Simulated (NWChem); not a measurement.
System: formamidinium (CH$_{5}$N$_{2}$ cation); SMILES C(N)=[NH2+]

NWChem input:

```
start job
memory heap 200 mb stack 900 mb global 1100 mb
charge 1
geometry units angstroms noautoz
  N     -1.174358     0.000000     0.182006
  C      0.000000     0.000000    -0.417902
  N      1.174358     0.000000     0.182006
  H     -1.285703     0.000000     1.201892
  H     -2.032672     0.000000    -0.376649
  H      0.000000     0.000000    -1.521514
  H      1.285703     0.000000     1.201892
  H      2.032672     0.000000    -0.376649
end
basis spherical
  * library sto-3g
end
dft
  xc xpbe96 cpbe96
  iterations 150
  mulliken
end
task dft gradient
```

Parts of the log:

```
             Northwest Computational Chemistry Package (NWChem) 7.3.0
             --------------------------------------------------------

 C2V symmetry detected

                             Geometry "geometry" -> ""
                             -------------------------

 Output coordinates in angstroms (scale by  1.889725989 to convert to a.u.)

  No.       Tag          Charge          X              Y              Z
 ---- ---------------- ---------- -------------- -------------- --------------
    1 N                    7.0000    -1.17435800     0.00000000     0.17522024
    2 C                    6.0000     0.00000000     0.00000000    -0.42468776
    3 N                    7.0000     1.17435800     0.00000000     0.17522024
    4 H                    1.0000    -1.28570300     0.00000000     1.19510624
    5 H                    1.0000    -2.03267200     0.00000000    -0.38343476
    6 H                    1.0000     0.00000000     0.00000000    -1.52829976
    7 H                    1.0000     1.28570300     0.00000000     1.19510624
    8 H                    1.0000     2.03267200     0.00000000    -0.38343476

 Effective nuclear repulsion energy (a.u.)      78.9472414663

      Symmetry information
      --------------------

 Group name             C2v
 Group number             16
 Group order               4
 No. of unique centers     5

  pbe96 is a nonlocal functional; adding pw91lda local functional.

                                 NWChem DFT Module
                                 -----------------

 Summary of "ao basis" -> "ao basis" (spherical)
 ------------------------------------------------------------------------------
       Tag                 Description            Shells   Functions and Types
 ---------------- ------------------------------  ------  ---------------------
 N                           sto-3g                  3        5   2s1p
 C                           sto-3g                  3        5   2s1p
 H                           sto-3g                  1        1   1s

      Symmetry analysis of basis
      --------------------------

        a1         10
        a2          1
        b1          7
        b2          2

            General Information
            -------------------
          SCF calculation type: DFT
          Wavefunction type:  closed shell.
          No. of atoms     :     8
          No. of electrons :    24
           Alpha electrons :    12
            Beta electrons :    12
          Charge           :     1
          Spin multiplicity:     1
          Use of symmetry is: on ; symmetry adaption is: on
          Maximum number of iterations: 150
          AO basis - number of functions:    20
                     number of shells:    14
          Convergence on energy requested:  1.00D-06
          Convergence on density requested:  1.00D-05
          Convergence on gradient requested:  5.00D-04

              XC Information
              --------------
          PerdewBurkeErnzerhof Exchange Functional  1.000
            Perdew 1991 LDA Correlation Functional  1.000 local
           PerdewBurkeErnz. Correlation Functional  1.000 non-local

             Grid Information
             ----------------
          Grid used for XC integration:  medium
          Radial quadrature: Mura-Knowles
          Angular quadrature: Lebedev.
          Tag              B.-S. Rad. Rad. Pts. Rad. Cut. Ang. Pts.
          ---              ---------- --------- --------- ---------
          N                   0.65       49           9.0       434
          C                   0.70       49           7.0       434
          H                   0.35       45          10.0       434
          Grid pruning is: on
          Number of quadrature shells:   233
          Spatial weights used:  Erf1

      Superposition of Atomic Density Guess
      -------------------------------------

 Sum of atomic energies:        -146.74358033

 Renormalizing density from      25.00 to     24

      Non-variational initial energy
      ------------------------------

 Total energy =    -143.653872
 1-e energy   =    -342.916390
 2-e energy   =     120.315276
 HOMO         =      -0.538105
 LUMO         =      -0.155611

      Symmetry analysis of molecular orbitals - initial
      -------------------------------------------------

  Numbering of irreducible representations:

     1 a1          2 a2          3 b1          4 b2

  Orbital symmetries:

     1 a1          2 b1          3 a1          4 a1          5 b1
     6 a1          7 a1          8 b1          9 b1         10 a1
    11 b2         12 a2         13 b2         14 a1         15 b1
    16 a1         17 b1         18 a1         19 a1         20 b1

     ---------------------------------------------
      Total Density - Mulliken Population Analysis
     ---------------------------------------------

    Atom       Charge   Shell Charges
 -----------   ------   -------------------------------------------------------
    1 N    7     7.69   2.00  1.55  4.14
    2 C    6     5.47   1.99  1.17  2.31
    3 N    7     7.69   2.00  1.55  4.14
    4 H    1     0.60   0.60
    5 H    1     0.58   0.58
    6 H    1     0.79   0.79
    7 H    1     0.60   0.60
    8 H    1     0.58   0.58

   convergence    iter        energy       DeltaE   RMS-Dens  Diis-err
 ---------------- ----- ----------------- --------- --------- ---------
 d= 0,ls=0.0,diis     1   -148.2399791006 -2.27D+02  6.40D-02  4.94D-01
 d= 0,ls=0.0,diis     2   -148.1767193359  6.33D-02  4.10D-02  8.74D-01
 d= 0,ls=0.0,diis     3   -148.3002305491 -1.24D-01  7.82D-03  1.90D-02
 d= 0,ls=0.0,diis     4   -148.3029792393 -2.75D-03  2.11D-03  1.72D-03
 d= 0,ls=0.0,diis     5   -148.3032801795 -3.01D-04  4.30D-05  2.97D-07
 d= 0,ls=0.0,diis     6   -148.3032802442 -6.46D-08  6.65D-06  8.15D-09

         Total DFT energy =     -148.303280244172
      One electron energy =     -349.561629530089
           Coulomb energy =      142.793153090448
    Exchange-Corr. energy =      -20.482045270876
 Nuclear repulsion energy =       78.947241466345

 Numeric. integr. density =       23.999998578864

                  Occupations of the irreducible representations
                  ----------------------------------------------

                     irrep           alpha         beta
                     --------     --------     --------
                     a1                6.0          6.0
                     a2                1.0          1.0
                     b1                4.0          4.0
                     b2                1.0          1.0

                       DFT Final Molecular Orbital Analysis
                       ------------------------------------

 Vector   10  Occ=2.000000D+00  E=-6.027539D-01  Symmetry=a1
              MO Center= -1.2D-15,  4.1D-17, -4.1D-01, r^2= 2.2D+00
   Bfn.  Coefficient  Atom+Function         Bfn.  Coefficient  Atom+Function
  ----- ------------  ---------------      ----- ------------  ---------------
    10      0.454728  2 C  pz                18     -0.424442  6 H  s
     5     -0.323407  1 N  pz                15     -0.323407  3 N  pz
    16     -0.254506  4 H  s                 19     -0.254506  7 H  s
     7     -0.150145  2 C  s                 17      0.131604  5 H  s
    20      0.131604  8 H  s                  2      0.092841  1 N  s

 Vector   11  Occ=2.000000D+00  E=-5.659506D-01  Symmetry=b2
              MO Center=  2.0D-15, -1.4D-16, -9.1D-02, r^2= 1.4D+00
   Bfn.  Coefficient  Atom+Function         Bfn.  Coefficient  Atom+Function
  ----- ------------  ---------------      ----- ------------  ---------------
     9      0.583354  2 C  py                 4      0.462268  1 N  py
    14      0.462268  3 N  py

 Vector   12  Occ=2.000000D+00  E=-4.283716D-01  Symmetry=a2
              MO Center= -3.3D-15, -5.8D-17,  1.8D-01, r^2= 1.9D+00
   Bfn.  Coefficient  Atom+Function         Bfn.  Coefficient  Atom+Function
  ----- ------------  ---------------      ----- ------------  ---------------
     4      0.712138  1 N  py                14     -0.712138  3 N  py

 Vector   13  Occ=0.000000D+00  E=-2.124717D-01  Symmetry=b2
              MO Center=  1.3D-15, -2.4D-22, -1.6D-01, r^2= 1.4D+00
   Bfn.  Coefficient  Atom+Function         Bfn.  Coefficient  Atom+Function
  ----- ------------  ---------------      ----- ------------  ---------------
     9      0.868766  2 C  py                 4     -0.571169  1 N  py
    14     -0.571169  3 N  py

 Vector   14  Occ=0.000000D+00  E=-5.602978D-03  Symmetry=a1
              MO Center= -7.6D-16, -7.4D-18, -3.8D-01, r^2= 3.4D+00
   Bfn.  Coefficient  Atom+Function         Bfn.  Coefficient  Atom+Function
  ----- ------------  ---------------      ----- ------------  ---------------
     2      0.744688  1 N  s                 12      0.744688  3 N  s
    17     -0.744984  5 H  s                 20     -0.744984  8 H  s
    10     -0.585427  2 C  pz                18     -0.407850  6 H  s
     5     -0.282180  1 N  pz                15     -0.282180  3 N  pz
     7     -0.255287  2 C  s                  1     -0.112184  1 N  s

[...]

                         DFT ENERGY GRADIENTS

    atom               coordinates                        gradient
                 x          y          z           x          y          z
   1 N      -2.219215   0.000000   0.331118    0.020049   0.000000  -0.012860
   2 C       0.000000   0.000000  -0.802543    0.000000   0.000000   0.038743
   3 N       2.219215   0.000000   0.331118   -0.020049   0.000000  -0.012860
   4 H      -2.429626   0.000000   2.258423    0.002544   0.000000  -0.026131
   5 H      -3.841193   0.000000  -0.724587    0.022366   0.000000   0.014593
   6 H       0.000000   0.000000  -2.888068    0.000000   0.000000   0.010053
   7 H       2.429626   0.000000   2.258423   -0.002544   0.000000  -0.026131
   8 H       3.841193   0.000000  -0.724587   -0.022366   0.000000   0.014593
```

Level: PBE/STO-3G. The geometry was optimised at PBE-D3(BJ)/def2-SVP.
